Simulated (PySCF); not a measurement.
# What a mistake does to a calculation on Al2BCH6

All numbers below are calculated, not measured. They come from PySCF 2.14.0, an open-source quantum chemistry program, on an isolated molecule that a program drew, which may never have been made. The molecule is Al2BCH6 (charge 0, doublet), drawn as the SMILES string `[BH2][Al][AlH][CH3]`.

Each row is a Hartree-Fock (HF) and frozen-core CCSD(T) single point in the cc-pV(D+d)Z basis, meant for a local HF minimum. Run 1 is clean. Each other run has one planted mistake out of seven kinds, and not every kind appears here: one electron removed, one electron added, multiplicity raised by two, geometry at a saddle point, minimal basis STO-3G, one bond length entered in bohr, all coordinates scaled. The reference is restricted for singlets and unrestricted otherwise, and also for a bond in bohr. Adding or removing an electron swaps singlet and doublet. Electrons count all cores. HOMO and LUMO are orbital energies over both spins, the gradient is its largest component, and the lowest frequency (negative if imaginary) is given only where the gradient is small. Bond lengths are over the 9 bonds as drawn. T1 is the CCSD diagnostic: over 0.02 (restricted) or 0.045 (unrestricted) a single reference is doubtful.

Geometry of the clean run:
```xyz
10
Al2BCH6, angstrom
B    -0.9021    0.3822    1.1119
Al    0.4217   -0.2072   -0.4207
Al    2.6045    0.4018   -1.6699
C     2.6409    1.4477   -3.3422
H    -0.7777   -0.0117    2.2430
H    -1.8642    1.0708    0.8866
H     3.9774   -0.2024   -1.1404
H     3.3455    2.2839   -3.2543
H     1.6696    1.8580   -3.6327
H     3.0011    0.8247   -4.1706
```

```
run  electrons  basis functions  <S^2>  HOMO (eV)  LUMO (eV)  gradient (hartree/bohr)  lowest frequency (cm^-1)  mean bond (Å)  longest bond (Å)      T1  HF (hartree)  CCSD(T) (hartree)               mistake
  1         43              104  0.790      -6.87       0.39                  2.0e-05                        51         1.5508             2.588  0.0247    -549.82044         -550.23295              no fault
  2         42              104  0.000     -14.23      -5.64                  2.7e-02                         -         1.5508             2.588  0.0128    -549.59157         -549.98786  one electron removed
  3         43               34  0.803      -2.46       7.44                  3.4e-02                         -         1.5508             2.588  0.0363    -543.18086         -543.37750  minimal basis STO-3G
  4         43              104  1.503      -7.45       0.65                  1.1e-02                         -         1.8066             4.890  0.0612    -549.76610         -550.16004                     ?
  5         43              104  3.792      -6.04      -1.07                  3.2e-02                         -         1.5508             2.588  0.0288    -549.72574         -550.13248                     ?
```

**Which mistake was planted in run 4, and what did it cost?**

The mean bond changes by a factor of 1.165 and the longest by 1.889, so the molecule wasn't scaled as a whole. A length L in bohr read as angstrom grows by (1/0.5292 - 1) L = 0.890 L. The 9 bonds together grew by 9 x 0.2558 = 2.302 Å, which gives L = 2.588 Å. That is bond Al2-Al3, 2.588 Å in the clean geometry. So the mistake is: one bond length entered in bohr. Subtracting run 1 and multiplying by 627.51 kcal/mol a hartree, the energy moved by 34.1 kcal/mol in HF and 45.8 kcal/mol in CCSD(T).

**Which mistake was planted in run 5, and what did it cost?**

Electrons, basis and geometry are unchanged, and <S^2> is 3.792, beside S(S+1) = 3.75 for a multiplicity of 4. So the mistake is: multiplicity raised by two. Subtracting run 1 and multiplying by 627.51 kcal/mol a hartree, the energy moved by 59.4 kcal/mol in HF and 63.0 kcal/mol in CCSD(T).

Cautions from the logs. Run 4: T1 is over the limit, so its CCSD(T) energy is less reliable.
